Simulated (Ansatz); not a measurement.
Spectroscopic constants of NiC, closed-shell singlet (the spin of the measured ground state). No spin–orbit coupling. Ni is treated without relativity. The T1 diagnostic near the minimum is 0.074, so single-reference values are doubtful.

Constants: fifth-degree fit in 1/R to seven points, most abundant isotopes. In def2 and cc sets the state is the lowest found near the PBE0 minimum, followed along R. The singlet is held restricted. HF and MP2 rows in def2 and cc sets belong to the determinant that coupled cluster picked by its CCSD energy.

Correlated levels freeze the inner cores; with def2 sets outer-core shells near the valence are correlated too.

Codes used: Ansatz (a quantum-chemistry and plane-wave program) with Gaussian orbitals. Each number belongs to the level named beside it.

Energies at MP2/def2-QZVPP:

```json
[
 {"R (Å)": "1.489064", "E (hartree)": "-1545.64588589"},
 {"R (Å)": "1.529093", "E (hartree)": "-1545.65063650"},
 {"R (Å)": "1.565919", "E (hartree)": "-1545.65213664"},
 {"R (Å)": "1.607549", "E (hartree)": "-1545.65114381"},
 {"R (Å)": "1.649179", "E (hartree)": "-1545.64780794"},
 {"R (Å)": "1.697213", "E (hartree)": "-1545.64156735"},
 {"R (Å)": "1.753253", "E (hartree)": "-1545.63162999"}
]
```

Q: With a reduced mass of 9.9410 u, find the minimum, the force constant and the constants.

A: A fifth-degree polynomial in 1/R puts the minimum at r_e = 1.5710 Å with force constant 702 N/m. Then ω_e = (1/2πc)√(k/μ) = 1095 cm⁻¹ and B_e = h/(8π²cμr_e²) = 0.6871 cm⁻¹; the cubic and quartic terms give α_e = 0.0043 and ω_e x_e = 1.6 cm⁻¹.

Doubts at one or more of the structures used: a restricted determinant that unrestricted orbitals would lower (MP2/def2-QZVPP).
